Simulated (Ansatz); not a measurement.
Coupled-cluster diagnostics for the cluster Si₅O₆ (the lowest singlet isomer of a short search), Ansatz.

Geometry of the singlet (PBE-D4/def2-SVP):

Cartesian coordinates in Å:
```
Si -0.131 3.142 0.741
Si -0.301 2.211 -2.342
Si 1.183 -2.341 0.644
Si -1.183 -1.859 0.633
Si -0.108 0.141 -0.042
O -0.138 1.443 1.001
O -0.284 0.652 -1.620
O 1.343 -0.717 0.138
O 2.351 -3.326 0.889
O -0.187 3.208 -0.963
O -2.544 -2.554 0.921
```

Correlated methods freeze 31 core orbitals. The structure comes from a short search, and lower isomers may exist.

Q: Estimate the CCSD(T) correlation energy, the shares of MP2 and (T), T1 and the reference's ⟨S²⟩ for: charge 0, singlet, own geometry in def2-SVP; and the rough time on 4 threads of Arm Neoverse V2 on a shared host.

A: 
| state | basis | correlation (eV) | MP2 share (%) | (T) share (%) | T1 | ⟨S²⟩ (pure) | wall time | remarks |
| --- | --- | --- | --- | --- | --- | --- | --- | --- |
| charge 0, singlet, own geometry | def2-SVP | -43.267 | 94.9 | 3.5 | 0.024 | 0.00 (0.00) | 87 s | large T1 |
Customary marks for T1 are 0.02 (closed shells), 0.045 (open shells) and about 0.05 (3d metals). T1 exceeds 0.02 in 1 of 1 rows and 0.045 in 0; the higher it lies, the less the single-reference result can be trusted.
